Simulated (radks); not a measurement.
The beryllium ion Be+, 3 electrons, occupied as [He] 2s1. Method: non-relativistic Kohn-Sham, r2SCAN, spin-polarised, spherical densities, point nucleus; open shells are filled with parallel spins first; meta-GGA in the generalised Kohn-Sham scheme; computed with a radial shooting solver on a logarithmic mesh with Libxc functionals.

Normalised radial functions P(r) = r R(r), r in bohr:

r        1s down    2s up
0.01537   0.2122   0.0486
0.01706   0.2339   0.0536
0.01893   0.2576   0.0590
0.021     0.2835   0.0649
0.02312   0.3094   0.0709
0.02565   0.3399   0.0778
0.02846   0.3729   0.0854
0.03158   0.4087   0.0935
0.03477   0.4442   0.1016
0.03858   0.4855   0.1110
0.0428    0.5297   0.1211
0.04712   0.5732   0.1310
0.05228   0.6231   0.1423
0.05801   0.6759   0.1542
0.06437   0.7313   0.1666
0.07085   0.7846   0.1785
0.07862   0.8443   0.1918
0.08724   0.9056   0.2053
0.0968    0.9678   0.2188
0.1066    1.0254   0.2310
0.1182    1.0870   0.2439
0.1312    1.1468   0.2558
0.1456    1.2034   0.2666
0.1602    1.2516   0.2750
0.1778    1.2980   0.2820
0.1973    1.3367   0.2862
0.2172    1.3640   0.2870
0.241     1.3830   0.2840
0.2674    1.3893   0.2761
0.2967    1.3816   0.2628
0.3266    1.3610   0.2449
0.3624    1.3234   0.2191
0.4021    1.2699   0.1860
0.4461    1.2007   0.1454
0.4911    1.1240   0.1010
0.5449    1.0289   0.0459
0.6046    0.9236  -0.0159
0.6656    0.8204  -0.0781
0.7385    0.7054  -0.1521
0.8195    0.5912  -0.2316
0.9093    0.4815  -0.3140
1.001     0.3877  -0.3901
1.111     0.2968  -0.4693
1.232     0.2193  -0.5417
1.367     0.1559  -0.6053
1.505     0.1090  -0.6516
1.67      0.0692  -0.6855
1.853     0.0416  -0.6993
2.056     0.0236  -0.6912
2.263     0.0132  -0.6643
2.511     0.0065  -0.6156
2.787     0.0030  -0.5497
3.068     0.0013  -0.4780
3.404     0.0005  -0.3943
3.777     0.0002  -0.3104
4.191     0.0000  -0.2323
4.613     0.0000  -0.1694
5.119     0.0000  -0.1136
5.68      0.0000  -0.0715
6.302     0.0000  -0.0420
6.937     0.0000  -0.0240
7.697     0.0000  -0.0121

1s down: eigenvalue -119.67 eV, 0 radial nodes, <r> = 0.418 bohr, 90 % of the charge inside 0.753 bohr. 2s up: eigenvalue -14.618 eV, 1 radial node at r = 0.589 bohr, <r> = 2.26 bohr, 90 % of the charge inside 3.48 bohr.
